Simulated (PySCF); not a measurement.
# CaF: frontier orbitals

BHandHLYP at R = 1.963 Å; PySCF, no relativity, basis sets Ca def2-SVPD, F def2-SVPD. State: ²Σ⁺ (doublet), unpaired electrons σ ↑. Only the outer orbitals are listed, counted within each symmetry.

| spin | orbital | occ. | ε (eV) | on Ca (%) | main shells (%) |
| --- | --- | --- | --- | --- | --- |
| α | 6σ | 1 | -33.65 | 47 | 52 F s, 46 Ca p |
| α | 2π | 1 | -32.11 | 100 | 100 Ca p |
| α | 2π | 1 | -32.11 | 100 | 100 Ca p |
| α | 7σ | 1 | -30.46 | 53 | 53 Ca p, 47 F s |
| α | 8σ | 1 | -11.66 | 6 | 94 F p |
| α | 3π | 1 | -11.36 | 2 | 98 F p |
| α | 3π | 1 | -11.36 | 2 | 98 F p |
| α | 9σ | 1 | -4.73 | 99 | 83 Ca s, 14 Ca p |
| α | 4π | 0 | -0.55 | 101 | 92 Ca p, 10 Ca d |
| α | 4π | 0 | -0.55 | 101 | 92 Ca p, 10 Ca d |
| α | 10σ | 0 | 0.02 | 84 | 52 Ca p, 34 Ca d, 12 F s |
| β | 6σ | 1 | -33.56 | 45 | 54 F s, 45 Ca p |
| β | 2π | 1 | -32.05 | 100 | 100 Ca p |
| β | 2π | 1 | -32.05 | 100 | 100 Ca p |
| β | 7σ | 1 | -30.37 | 55 | 55 Ca p, 46 F s |
| β | 8σ | 1 | -11.61 | 6 | 94 F p |
| β | 3π | 1 | -11.35 | 2 | 98 F p |
| β | 3π | 1 | -11.35 | 2 | 98 F p |
| β | 9σ | 0 | -1.73 | 100 | 90 Ca s, 8 Ca p |
| β | 4π | 0 | -0.06 | 102 | 97 Ca p |
| β | 4π | 0 | -0.06 | 102 | 97 Ca p |

Q: Which are the highest filled and the lowest empty level, where do they sit, and how wide is the gap?

A: Highest filled α 9σ at -4.73 eV (in %: 83 Ca s, 14 Ca p); lowest empty β 9σ at -1.73 eV (in %: 90 Ca s, 8 Ca p); the gap at BHandHLYP is 3.00 eV.

```json
{"bond order (Mayer)": "0.29", "⟨S²⟩": "0.750", "charge on Ca (Mulliken, basis-dependent)": "0.84", "charge on Ca (Löwdin, basis-dependent)": "0.93", "dipole moment (positive dipole means Ca(−)F(+))": "-3.33 D"}
```

Shares are Mulliken populations and can fall outside 0 to 100 %.

The state was picked by a PBE0 search and need not be the measured ground state.
